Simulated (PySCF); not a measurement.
N⁺: excitation energy

N⁺ [He] 2s2 2p2 (3P) → N⁺ [He] 2s1 2p2 3d1 (high-spin determinant), as a difference of total energies. All numbers are calculated (PySCF 2.14, the non-relativistic Hamiltonian (point nucleus), in aug-cc-pwCVDZ (5s4p2d, 27 functions)). Correlated levels: valence and next inner shell: nothing frozen. The calculations carry no spin-orbit coupling.

```
                                method  excitation energy (cm⁻¹)
                                   UHF                    260430
    MP2 (valence and next inner shell)                    270620
SCS-MP2 (valence and next inner shell)                    273140
   CCSD (valence and next inner shell)                    272490
CCSD(T) (valence and next inner shell)                    271970
```

The upper state lies above the first ionisation limit, but in LS coupling its spin forbids autoionisation to the ground ion. A Rydberg-like electron needs more diffuse functions than a valence basis has.

The promoted electron is Rydberg-like, and one or two diffuse shells describe it only roughly, which tends to raise the upper state.

The coupled-cluster amplitudes are large for the upper state (T1 above 0.03 or a double amplitude above 0.15), so a single reference is strained.

The determinant of the upper state mixes LS terms, which raises its energy above the lowest term, most at the Hartree-Fock and MP2 levels.
